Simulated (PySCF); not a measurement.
Al(H)(OH)(SMe), SMILES C[S][AlH][OH], CAM-B3LYP/def2-SVP optimised geometry.

```
9

Al    -0.69     1.20     0.00
H     -1.55     2.51     0.00
O      1.01     1.20     0.00
H      1.62     1.94     0.00
S     -1.62    -0.75     0.00
C     -0.16    -1.87     0.00
H      0.78    -1.31    -0.01
H     -0.21    -2.51    -0.89
H     -0.20    -2.50     0.90
```

Density from CAM-B3LYP/def2-TZVP in PySCF at that geometry.

Minimum of the electron density along straight lines between bonded atoms, close to the bond critical point (lines longer than 1.1 times the sum of covalent radii, or with two minima, are not listed):

```
bond    length / Å  ρ at the minimum / e bohr⁻³  ∇²ρ there / e bohr⁻⁵  position (fraction from the first atom)
------  ----------  ---------------------------  --------------------  ---------------------------------------
Al1–H2       1.572                        0.085                  0.20                                     0.51
Al1–O3       1.698                        0.109                  0.78                                     0.43
O3–H4        0.959                        0.355                 -2.42                                     0.81
Al1–S5       2.164                        0.077                  0.22                                     0.37
S5–C6        1.836                        0.172                 -0.27                                     0.53
C6–H7        1.097                        0.279                 -0.97                                     0.65
C6–H8        1.097                        0.277                 -0.95                                     0.65
C6–H9        1.097                        0.277                 -0.95                                     0.65
```
